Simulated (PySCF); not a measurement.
Vertical excitation energies

Species: C₃H₁₄Ge₂OSi.
Z-matrix (Å and degrees, PBE0-D3(BJ)/def2-SVP geometry), rows numbered from 1:
```
C 
C   1  1.5202
C   2  1.5167  1  112.38
O   2  1.4146  1  110.73  3   120.00
Ge  4  1.7947  2  123.06  1    81.82
Ge  5  2.4202  4   98.41  2   173.91
Si  6  2.3837  5  103.42  4     2.05
H   1  1.1007  2  111.21  3    59.62
H   1  1.1012  2  109.89  3   -60.56
H   1  1.1009  2  111.23  3   179.91
H   2  1.1108  1  108.53  3  -119.72
H   3  1.1004  2  111.19  1   -58.79
H   3  1.0995  2  110.35  1  -179.52
H   3  1.1012  2  109.86  1    61.46
H   5  1.5469  4  107.70  2    52.78
H   5  1.5467  4  110.05  2   -65.64
H   6  1.5410  5  110.85  4  -118.01
H   6  1.5411  5  110.76  4   121.97
H   7  1.4971  6  109.89  5   179.31
H   7  1.4917  6  109.57  5    60.08
H   7  1.4915  6  109.74  5   -61.35
```

Computed, not measured: PySCF, TDDFT CAM-B3LYP/def2-SVPD, vertical, gas phase, core orbitals frozen in the response. Relativistic effects, spin–orbit coupling among them, are left out although an element past zinc is present.

What does the calculation give for the low-lying excited states?

| state | E (eV) | λ (nm) | ν̃ (cm⁻¹) | f | main configurations (H = HOMO, L = LUMO) |
| --- | --- | --- | --- | --- | --- |
| S1 | 6.34 | 195.7 | 51100 | 0.077 | H→L (73%) |
| S2 | 6.56 | 189.1 | 52880 | 0.069 | H-1→L (71%) |
| S3 | 6.88 | 180.2 | 55490 | 0.0071 | H→L+3 (82%) |
| S4 | 6.99 | 177.4 | 56350 | 0.205 | H→L+1 (50%), H→L+2 (31%) |
| S5 | 7.06 | 175.6 | 56950 | 0.088 | H→L+2 (56%), H→L+1 (35%) |
| S6 | 7.22 | 171.6 | 58270 | 0.033 | H-1→L+1 (75%) |
| S7 | 7.41 | 167.3 | 59780 | 0.089 | H-2→L (70%) |
| S8 | 7.47 | 166.0 | 60250 | 0.157 | H-3→L (51%), H→L+4 (19%) |
| S9 | 7.51 | 165.1 | 60570 | 0.013 | H-1→L+2 (69%) |
| S10 | 7.58 | 163.6 | 61140 | 0.080 | H→L+4 (25%), H-1→L+3 (21%), H-3→L (17%) |

Triplets (Tamm–Dancoff): T1 5.70 eV, H→L (81%); T2 6.17 eV, H-1→L (46%), H→L+1 (26%); T3 6.26 eV, H→L+1 (48%), H-1→L (21%); T4 6.35 eV, H→L+3 (76%).

The lowest singlet lies at 6.34 eV (196 nm, vacuum ultraviolet) and is of moderate strength; its leading configuration is HOMO→LUMO (73%). The most intense listed level is S4 at 6.99 eV (177 nm, f = 0.205), 0.65 eV above S1. Löwdin shares by element: HOMO germanium 49%, silicon 16%, oxygen 10% (atoms not listed hold the other 25%); LUMO germanium 45%, silicon 14%, hydrogen 7% or more (atoms not listed hold the other 35%). Of the 10 states listed, 9 reach f = 0.01 and none stays under 0.0005. Orbital energies (eV): HOMO-3 -9.91, HOMO-2 -9.78, HOMO-1 -9.14, HOMO -8.88, LUMO 0.48, LUMO+1 0.84, LUMO+2 0.97. The oscillator strengths of these states sum to 0.817; summed over the whole spectrum of an exact calculation they would give the number of electrons, 118 (Thomas–Reiche–Kuhn). The vertical ionisation energy (ΔSCF) is 9.47 eV, 1.89 eV above S10. Only the lowest 10 singlets were computed, as vertical energies without vibronic structure.

One conformer stands for the species.

Without π bonds the low states are Rydberg-like; a valence basis with one diffuse set may place them up to an eV too high.
